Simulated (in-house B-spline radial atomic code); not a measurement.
A radial electron density 4πr²n(r) was computed for an atom or ion in its tabulated ground configuration with a B-spline radial code for spherical atoms; method: non-relativistic CAM-B3LYP, spin-polarised, spherical fractional occupations, exact exchange averaged over the configuration. Columns: r (bohr), 4πr²n(r) (electrons per bohr), bar.

```
 0.00177    1.119 #
 0.00215    1.606 #
  0.0026    2.274 ##
 0.00316    3.226 ###
 0.00383    4.517 ####
 0.00465    6.276 #####
 0.00564    8.598 #######
 0.00684     11.6 ##########
  0.0083    15.38 #############
  0.0101    20.02 #################
  0.0122    25.14 #####################
  0.0148    30.74 ##########################
   0.018    36.26 ##############################
  0.0218    40.75 ##################################
  0.0264    43.54 ####################################
  0.0321    44.03 #####################################
  0.0389    42.21 ###################################
  0.0472    39.11 #################################
  0.0572    36.71 ###############################
  0.0694    37.15 ###############################
  0.0842     41.4 ###################################
   0.102    47.82 ########################################
   0.124    52.61 ############################################
    0.15    51.65 ###########################################
   0.182    44.37 #####################################
   0.221    35.03 #############################
   0.268    30.07 #########################
   0.325    31.81 ###########################
   0.395    36.05 ##############################
   0.479    35.91 ##############################
   0.581       29 ########################
   0.705    18.72 ################
   0.855    10.12 ########
    1.04     5.21 ####
    1.26    3.073 ###
    1.53     1.85 ##
    1.85   0.9113 #
    2.24   0.3092 
    2.72  0.06389 
     3.3 0.007336 
    4.01 0.0003984 
    4.86 9.866e-06
```

Which atom or ion is it?
A. Kr5+
B. Rb6+
C. Kr6+
D. Se6+

C. The area under the curve, ∫4πr²n dr = ∫r·4πr²n d(ln r) on this logarithmic grid, is 30 electrons, which only this option has. The configuration is [Ar] 3d10 4s2.
